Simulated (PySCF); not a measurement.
Si(H)2(OH)(SiH3) (H6OSi2), SMILES O[SiH2][SiH3].

Geometry optimised at PBE0-D3(BJ)/def2-SVP. The values are those of a single conformer.

The numbers are results of PBE0/def2-TZVPD in PySCF, not measurements.

The molecule is in vacuum.

Computed frontier levels, gap, dipole moment and polarisability:
highest occupied level: -7.91 eV
lowest empty level: -0.69 eV
orbital gap: 7.21 eV
dipole moment: 1.13 D
quadrupole, principal values (traceless, Buckingham form, about the centre of nuclear charge): -5.68, -0.71, 6.40 D·Å
mean static polarisability: 64.9 bohr³ (9.61 Å³)
polarisability, principal values: 58.5, 60.1, 76.1 bohr³
